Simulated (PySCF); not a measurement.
**Which orbitals make which state**

C5H4O2.
SMILES: `C#C/C=C/C(=O)O`

Computed, not measured: TDDFT PBE0/def2-SVPD, vertical, gas phase, core orbitals frozen in the response in PySCF. The structure is a single GFN2-xTB conformer in the gas phase; no vibrational or solvent corrections. Torsions of this conformer, `[CH:1]#[C:2]/[CH:3]=[CH:4]/[C:5](=[O:6])[OH:7]`: C3–C4–C5–O6 0°, H–O7–C5–C4 180°.

Orbital energies (eV): HOMO-3 -9.55, HOMO-2 -8.66, HOMO-1 -8.31, HOMO -7.71, LUMO -2.33, LUMO+1 0.41, LUMO+2 0.78.

Among the lowest singlets, which states do these configurations lead, and at what energies: HOMO-3→LUMO, HOMO-2→LUMO, HOMO→LUMO, HOMO-1→LUMO?

```
state  leading configuration  weight  Δε (eV)  E (eV)  E − Δε (eV)       f  other configurations
   S1            HOMO-1→LUMO    0.97     5.98    4.36        -1.61  0.0000                     –
   S2            HOMO-2→LUMO    0.97     6.33    4.73        -1.61  0.0000                     –
   S3              HOMO→LUMO    0.93     5.38    4.97        -0.41   0.464                     –
   S4            HOMO-3→LUMO    0.96     7.22    6.32        -0.90   0.021                     –
```

E − Δε runs from -1.61 to -0.41 eV. By orbital difference alone the order would be S3, S1, S2, S4. Δε is the difference of the two orbital energies.

H and L stand for HOMO and LUMO. The other states: S5 6.52 eV, f 0.0000, H→L+1 (48%), H→L+2 (46%); S6 7.07 eV, f 0.197, H-4→L (77%); S7 7.36 eV, f 0.0007, H→L+1 (41%), H→L+3 (28%), H→L+2 (26%); S8 7.38 eV, f 0.0000, H-5→L (88%).

Which computed triplets share their leading configuration (75% or more) with a singlet, and how far apart are the partners?

| configuration | triplet | E(T) (eV) | singlet | E(S) (eV) | E(S) − E(T) (eV) |
| --- | --- | --- | --- | --- | --- |
| HOMO→LUMO | T1 | 2.91 | S3 | 4.97 | +2.06 |
| HOMO-1→LUMO | T2 | 4.04 | S1 | 4.36 | +0.32 |
| HOMO-2→LUMO | T3 | 4.43 | S2 | 4.73 | +0.29 |

The 3 triplets are Tamm–Dancoff values, the singlets full response.

Summed over the main configurations (up to three a state, each over 8%) of all 8 singlets, the electron leaves HOMO with weight 2.82, HOMO-1 with weight 0.97, HOMO-2 with weight 0.97 and HOMO-3 with weight 0.96.
